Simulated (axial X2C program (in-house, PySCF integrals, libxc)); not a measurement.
Spin–orbit effects down a group: molecules with In, HF

All values come from calculations with an in-house all-electron X2C program for linear molecules (integrals from PySCF), spin-free (one-electron X2C) or two-component (2c: spin–orbit coupling with atomic mean-field Coulomb and Gaunt terms, which also bring small scalar terms), in Dyall basis sets with cores contracted in-house; open shells are unrestricted.

Basis sets: Br dyall-cv3z, Cl dyall-av3z, F dyall-av3z, I dyall-cv3z, In dyall-cv3z.

```
molecule  spin-free state  Re (Å)  ωe (cm⁻¹)  De (eV)  2c state  Re 2c (Å)  ωe 2c (cm⁻¹)  De 2c (eV)
     InF   M_S = 0, Λ = 0   1.978      549.3     3.67     Ω = 0      1.978         549.2        3.48
    InCl   M_S = 0, Λ = 0   2.435      306.5     3.39     Ω = 0      2.435         306.5        3.15
    InBr   M_S = 0, Λ = 0   2.586      213.1     3.06     Ω = 0      2.587         213.1        2.72
     InI   M_S = 0, Λ = 0   2.815      166.6     2.61     Ω = 0      2.817         166.2        2.14
```

Work out the shifts from the spin-free to the two-component result.



| molecule | 2c state | ΔRe (Å) | Δωe (cm⁻¹) | ΔDe (eV) |
| --- | --- | --- | --- | --- |
| InF | Ω = 0 | 0.000 | -0.1 | -0.19 |
| InCl | Ω = 0 | 0.000 | 0.0 | -0.24 |
| InBr | Ω = 0 | 0.001 | 0.0 | -0.34 |
| InI | Ω = 0 | 0.002 | -0.4 | -0.47 |

Shifts of one unit in the last digit are rounding.

Each entry is the lowest single determinant of a limited PBE0 search at one distance. De goes to single-determinant-based atoms at the same level (for ions the charge split of lowest energy) and is withheld (n/a) where an atom does not fit its ground term or J level. Main or longest-lived isotopes.
